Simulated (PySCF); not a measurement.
Al(F)(Me)(NH2) (CH₅AlFN), SMILES [F][Al]([CH3])[NH2]. Heavy atoms are numbered as in [Al:1]([F:2])([CH3:3])[NH2:7]. Hydrogens are named by the atom that carries them.

Coordinates come from a B3LYP-D3(BJ)/def2-SVP optimisation. The values are those of a single conformer.

All values below come from PySCF with PBE0/pcSseg-1.

GIAO shieldings, no solvent; atoms alike by connectivity are averaged. δ = σ(ref) − σ: ¹⁹F against CFCl3 (σ = 167.2 ppm); ¹³C against TMS (σ = 186.3 ppm); ¹H against TMS (σ = 31.56 ppm); ¹⁵N against NH3 (σ = 267.4 ppm), references at their B3LYP-D3(BJ)/def2-TZVP geometries, non-relativistic.

**Question.** Estimate the chemical shifts. (Estimate from the structure and the level; the computed values follow.)

**Answer.** 
| nucleus | atoms | count | δ (ppm) |
|---|---|---|---|
| ¹⁹F | F2 | 1 | -179.7 |
| ¹³C | C3 (CH3) | 1 | -16.1 |
| ¹H | H on N7 | 2 | 1.03 |
| ¹H | H on C3 | 3 | -0.08 |
| ¹⁵N | N7 (NH2) | 1 | 26.8 |
